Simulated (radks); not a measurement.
Species: Nd XI. Configuration: [Kr] 4d10 4f2 5s2.

All-electron calculation, Dirac Kohn-Sham, BLYP, spin-unpolarised, spherical densities, finite nucleus; open shells fill j = l - 1/2 first; Fermi nuclear charge, rms radius 4.9123 fm. Program: a radial shooting solver on a logarithmic mesh with Libxc functionals.

Energy parts (Ry):
| part | energy |
|---|---|
| total | -19207.9228 |
| kinetic | 20717.2178 |
| electron-nucleus | -46331.8470 |
| Hartree | 6843.6189 |
| exchange-correlation | -436.9125 |

Orbitals (lengths in bohr, moments of r in powers of bohr; <r^-3> diverges for s and p1/2):
| orbital | occ. | eigenvalue (Ry) | <r^-3> | <r> |
|---|---|---|---|---|
| 1s1/2 | 2 | -3199.184 | - | 0.02363 |
| 2s1/2 | 2 | -527.2536 | - | 0.1005 |
| 2p1/2 | 2 | -499.5308 | - | 0.08421 |
| 2p3/2 | 4 | -461.2870 | 7954 | 0.09062 |
| 3s1/2 | 2 | -123.7230 | - | 0.2659 |
| 3p1/2 | 2 | -111.8733 | - | 0.2556 |
| 3p3/2 | 4 | -104.2363 | 1634 | 0.2680 |
| 3d3/2 | 4 | -83.57663 | 270.4 | 0.2393 |
| 3d5/2 | 6 | -81.92554 | 244.1 | 0.2432 |
| 4s1/2 | 2 | -33.84968 | - | 0.6028 |
| 4p1/2 | 2 | -29.35145 | - | 0.6174 |
| 4p3/2 | 4 | -27.65445 | 364.8 | 0.6442 |
| 4d3/2 | 4 | -20.21924 | 51.51 | 0.6831 |
| 4d5/2 | 6 | -19.91094 | 46.09 | 0.6920 |
| 5s1/2 | 2 | -12.89168 | - | 1.284 |
| 5p1/2 | 0 | -11.38151 | - | 1.364 |
| 4f5/2 | 2 | -11.21211 | 7.181 | 0.8038 |
| 4f7/2 | 0 | -11.16770 | 7.015 | 0.8082 |
| 5p3/2 | 0 | -10.99315 | 84.52 | 1.411 |
| 6s1/2 | 0 | -6.93390 | - | 2.282 |

The highest occupied level is 4f5/2 at -152.55 eV. The configuration is held as typed, so some empty levels lie below it. Summed over all electrons, <r^2> = 15.67 bohr^2, which gives a Langevin (diamagnetic) susceptibility term of -12.4 x 10^-6 cm^3/mol. The electron density at the nucleus is 4.54e+05 e/bohr^3. For comparison, the ionisation energy in NIST's Atomic Spectra Database is 168 eV (theoretical). In exact Kohn-Sham theory the highest level is minus the ionisation energy, but local and semilocal functionals leave it too shallow, through self-interaction and a potential that decays too fast; potentials with the right tail come closer. The density falls to 0.001 e/bohr^3 at r = 2.43 bohr.

Beside tabulated values, note that spin-unpolarised runs miss the spin-polarisation part of the exchange energy of open shells.
